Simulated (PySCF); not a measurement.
Species: C5H9NOSi.
SMILES with atom numbers: `[H]/[N:5]=[C:4](\[C:2]([CH3:1])=[O:3])[C@H:6]1[CH2:7][SiH2:8]1` (hydrogens: H9, H10, H11 on C1; H12 on N5; H13 on C6; H14, H15 on C7; H16, H17 on Si8)

The geometry is computed with GFN2-xTB (gas phase).

Question: Give the optimised bond lengths and angles.

Answer: 
```json
{"bond": "C1–C2", "length (pm)": "150.6"}
{"bond": "C2=O3", "length (pm)": "121.3"}
{"bond": "C2–C4", "length (pm)": "150.2"}
{"bond": "C4=N5", "length (pm)": "127.8"}
{"bond": "C4–C6", "length (pm)": "144.1"}
{"bond": "C6–C7", "length (pm)": "153.4"}
{"bond": "C7–Si8", "length (pm)": "187.2"}
{"bond": "C6–Si8", "length (pm)": "193.8"}
{"bond": "C1–H9, C1–H10, C1–H11", "length (pm)": "108.9"}
{"bond": "N5–H12", "length (pm)": "101.7"}
{"bond": "C6–H13", "length (pm)": "108.3"}
{"bond": "C7–H14", "length (pm)": "108.2"}
{"bond": "C7–H15", "length (pm)": "108.0"}
{"bond": "Si8–H16", "length (pm)": "144.2"}
{"bond": "Si8–H17", "length (pm)": "146.0"}
```

Bonds in one row agree within 1 pm and their mean is given. A selection of angles:
```json
{"angle": "C1–C2–O3", "degrees": "122.4"}
{"angle": "C1–C2–C4", "degrees": "116.9"}
{"angle": "O3–C2–C4", "degrees": "120.8"}
{"angle": "C2–C4–N5", "degrees": "124.0"}
{"angle": "C2–C4–C6", "degrees": "115.9"}
{"angle": "N5–C4–C6", "degrees": "119.9"}
{"angle": "C4–C6–C7", "degrees": "122.4"}
{"angle": "C4–C6–Si8", "degrees": "118.3"}
{"angle": "C7–C6–Si8", "degrees": "64.0"}
{"angle": "C6–C7–Si8", "degrees": "68.5"}
{"angle": "C6–Si8–C7", "degrees": "47.5"}
{"angle": "H12–N5–C4", "degrees": "115.1"}
```

Dihedral angles: C1–C2–C4–N5 -32° (synclinal); C2–C4–C6–C7 -29° (synperiplanar); C4–C6–C7–Si8 108° (anticlinal); C4–C6–Si8–C7 -115° (anticlinal); H12–N5–C4–C2 1° (synperiplanar).

The 4 C–C bonds span 1.441 Å (C4–C6, drawn single) to 1.534 Å (C6–C7, drawn single), a spread of 0.093 Å. Of the pairs four or more bonds apart, O3···Si8 is among the closest relative to their van der Waals radii: 2.81 Å, 78 % of the sum of Bondi's values. The 3-membered ring C6–C7–Si8 has internal angles of 47.5° to 68.5°. Si8 (SiH2 silicon) has angles from 47.5° to 128.5°. The C–Si distances run from 1.872 Å (C7–Si8, drawn single) to 1.938 Å (C6–Si8, drawn single), a spread of 0.066 Å.

Point group: C1 (no symmetry element, even within 0.4 Å). No GFN2-xTB frequencies stand behind this structure, so it isn't proved a minimum. The numbers are those of one conformer.
